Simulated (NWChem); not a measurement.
# CrNHOF2; SMILES [NH]=[Cr](=[O])([F])[F]

```xyz
6

Cr     0.0213    -0.0413     0.0000
O      0.9984     1.1496     0.0000
N      0.8824    -1.4057     0.0000
H      1.8950    -1.5654     0.0000
F     -0.9614    -0.0081    -1.3971
F     -0.9614    -0.0081     1.3971
```
Atoms are numbered in this order, from 1.

Level: B3LYP/6-31G* (spherical d) (NWChem), optimised geometry, unscaled harmonic frequencies. 

```csv
frequency (cm⁻¹),IR intensity (km/mol)
229,4.7
289,0.2
300,3.7
314,1.6
370,22.4
598,35.7
618,167.0
761,70.8
838,203.7
1027,90.9
1163,145.3
3486,91.0
```

The zero-point energy is 14.3 kcal/mol and the thermal correction to the enthalpy at 298.15 K (with zero-point energy) comes out as 18.3 kcal/mol. The heat capacity Cv is 18.2 cal/(mol K) and the entropy at 298.15 K and 1 atm (symmetry number 1) is 74.9 cal/(mol K). The dipole moment is 2.42 D.

Rigid rotor and harmonic oscillator.
